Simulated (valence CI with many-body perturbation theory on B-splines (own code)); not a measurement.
# E1 transitions of Sm13+

Method: relativistic CI+MBPT: three valence electrons over a frozen Dirac-Fock core [Kr] 4d10, a basis of 7 s, 7 p, 7 d, 7 f, 4 g, 2 h functions for each j, with the one-electron correlation potential Σ1 (screened to all orders), the two-electron term Σ2, the three-electron term Σ3, Breit, model QED; selected single and double excitations, second order for the rest, scaled by the run's own slope (own B-spline code, finite nucleus).

No measured levels were compared; by estimate terms of the open shell hold to a few per cent of their energy, and close levels can change places; configurations with another count of f electrons can be misplaced by thousands of cm⁻¹.

Lines 1 to 50 of 581 in falling wavelength, among levels below 527450 cm⁻¹, chosen from the strongest by gf and those to the six lowest levels. Wavelengths and rates use the calculated energies, so an error of 2000 cm⁻¹ moves a line at 607.8 Å by 1.2 % and its rate by three times that or more. Electric multipoles are in the length gauge, E1 and E2 with the static RPA response of the core. Weak lines are less certain than strong ones. Lines between different terms over intervals too small for the method are left out, as are lines whose strength nearly cancels. Where a level lies close to another of its J and parity, the split of strength between their lines is uncertain. The highest levels of a list are the least certain.

Names give the largest LS component (configuration and term), which can be under half, so a name can repeat, a term be missing and a line seem to break the LS rules; names also repeat where a configuration has a term twice. Letters in brackets count levels of one name in rising energy.

```tsv
λ vac (Å)	Upper	Lower	A (s⁻¹)	S (a.u.) with core polarisation	S without
607.8	4f5p² ²F°_7/2 [a]	4f5s5p ²D_5/2 [b]	3.08e+08	2.73e-01	3.66e-01
606.9	4f5s5p ⁴G_5/2	4f5s² ²F°_7/2	4.68e+06	3.10e-03	4.07e-03
603.6	4f5p² ²F°_5/2 [a]	4f5s5p ²D_3/2 [b]	3.77e+08	2.46e-01	3.30e-01
599.4	4f5p² ⁴G°_9/2	4f5s5p ²G_7/2 [b]	1.74e+08	1.84e-01	2.47e-01
596.1	4f5p² ⁴F°_9/2	4f5s5p ²G_9/2 [b]	4.63e+08	4.84e-01	6.45e-01
588.3	4f5p² ²G°_7/2	4f5s5p ²F_5/2 [b]	7.17e+08	5.76e-01	7.69e-01
585.0	4f5p² ⁴D°_7/2 [b]	4f5s5p ²F_7/2 [c]	2.46e+08	1.95e-01	2.59e-01
584.9	4f5s5p ⁴G_5/2	4f5s² ²F°_5/2	4.76e+07	2.82e-02	3.72e-02
584.1	4f5s5p ⁴F_7/2 [a]	4f5s² ²F°_7/2	2.66e+06	2.09e-03	2.76e-03
583.3	4f5p² ²D°_3/2 [a]	4f5s5p ²D_3/2 [b]	1.00e+09	3.92e-01	5.25e-01
581.2	4f5p² ⁴G°_9/2	4f5s5p ²F_7/2 [c]	8.61e+08	8.35e-01	1.11e+00
578.5	4f5p² ⁴G°_11/2 [a]	4f5s5p ²G_9/2 [b]	1.17e+09	1.34e+00	1.79e+00
578.2	4f5p² ⁴D°_1/2	4f5s5p ²D_3/2 [b]	8.95e+08	1.71e-01	2.28e-01
573.8	4f5p² ²G°_9/2 [a]	4f5s5p ²G_9/2 [b]	3.46e+08	3.22e-01	4.33e-01
573.1	4f5p² ²D°_3/2 [b]	4f5s5p ²D_5/2 [b]	9.73e+08	3.61e-01	4.84e-01
568.9	4f5p² ⁴D°_5/2	4f5s5p ²F_7/2 [c]	3.25e+08	1.77e-01	2.36e-01
568.3	4f5s5p ²F_7/2 [a]	4f5s² ²F°_7/2	1.33e+08	9.67e-02	1.27e-01
565.9	4f5p² ⁴F°_3/2	4f5s5p ²F_5/2 [b]	3.53e+08	1.26e-01	1.67e-01
564.2	4f5s5p ⁴F_5/2	4f5s² ²F°_7/2	1.50e+08	7.99e-02	1.05e-01
563.7	4f5s5p ⁴F_7/2 [a]	4f5s² ²F°_5/2	1.53e+08	1.08e-01	1.42e-01
563.1	4f5p² ²F°_5/2 [b]	4f5s5p ²D_5/2 [b]	1.05e+09	5.56e-01	7.43e-01
560.7	4f5p² ²F°_7/2 [b]	4f5s5p ²G_7/2 [b]	8.24e+08	5.73e-01	7.66e-01
560.4	4f5p² ²G°_9/2 [a]	4f5s5p ²G_7/2 [b]	1.28e+09	1.11e+00	1.48e+00
558.9	4f5p² ²F°_7/2 [a]	4f5s5p ²F_7/2 [c]	1.03e+09	7.09e-01	9.46e-01
557.4	4f5p² ²F°_5/2 [a]	4f5s5p ²F_5/2 [b]	1.42e+09	7.26e-01	9.68e-01
557.2	4f²5p ⁴I°_9/2	4f²5s ⁴F_9/2	2.61e+08	2.22e-01	2.89e-01
556.6	4f²5p ²S°_1/2	4f²5s ²P_3/2	1.02e+09	1.73e-01	2.25e-01
555.6	4f²5p ²P°_1/2 [a]	4f²5s ²S_1/2	1.68e+09	2.85e-01	3.72e-01
555.2	4f5s5p ⁴F_3/2	4f5s² ²F°_5/2	4.85e+08	1.64e-01	2.16e-01
552.0	4f5s5p ⁴F_9/2	4f5s² ²F°_7/2	5.70e+08	4.73e-01	6.23e-01
551.6	4f²5p ⁴I°_9/2	4f²5s ²H_9/2	4.92e+08	4.08e-01	5.31e-01
549.6	4f²5p ⁴I°_11/2	4f²5s ²H_11/2	1.80e+08	1.77e-01	2.31e-01
549.1	4f²5p ²S°_1/2	4f²5s ²P_1/2	1.62e+09	2.65e-01	3.45e-01
549.0	4f5s5p ²F_7/2 [a]	4f5s² ²F°_5/2	5.00e+08	3.27e-01	4.31e-01
548.4	4f²5p ⁴F°_5/2 [a]	4f²5s ²F_7/2	4.37e+08	2.14e-01	2.78e-01
548.0	4f²5p ⁴H°_9/2 [a]	4f²5s ²H_11/2	2.96e+08	2.40e-01	3.12e-01
548.0	4f²5p ⁴G°_5/2 [a]	4f²5s ²F_5/2	3.33e+08	1.62e-01	2.11e-01
545.6	4f²5p ²G°_9/2 [a]	4f²5s ²F_7/2	3.99e+08	3.20e-01	4.16e-01
545.1	4f5s5p ⁴F_5/2	4f5s² ²F°_5/2	5.78e+08	2.77e-01	3.65e-01
544.6	4f²5p ⁴H°_9/2 [a]	4f²5s ²G_7/2	2.49e+08	1.98e-01	2.58e-01
544.4	4f5p² ²G°_9/2 [a]	4f5s5p ²F_7/2 [c]	1.85e+08	1.47e-01	1.96e-01
544.4	5s5p² ⁴P_5/2	5s²5p ²P°_3/2	7.02e+08	3.35e-01	4.52e-01
540.4	4f²5p ⁴D°_3/2 [a]	4f²5s ²P_1/2	7.00e+08	2.18e-01	2.84e-01
540.4	4f²5p ²D°_5/2 [a]	4f²5s ²P_3/2	1.78e+09	8.31e-01	1.08e+00
540.4	4f²5p ⁴H°_7/2	4f²5s ⁴F_9/2	4.08e+08	2.54e-01	3.31e-01
540.1	4f²5p ²D°_3/2 [a]	4f²5s ²F_5/2	1.56e+09	4.84e-01	6.31e-01
538.0	4f²5p ⁴G°_7/2 [a]	4f²5s ²F_5/2	8.40e+08	5.17e-01	6.72e-01
537.7	4f5s5p ²F_5/2 [a]	4f5s² ²F°_7/2	4.05e+08	1.87e-01	2.47e-01
536.5	4f²5p ⁴D°_7/2 [a]	4f²5s ²F_7/2	3.07e+08	1.87e-01	2.43e-01
535.9	4f²5p ⁴S°_3/2	4f²5s ²P_3/2	4.06e+08	1.23e-01	1.61e-01
```
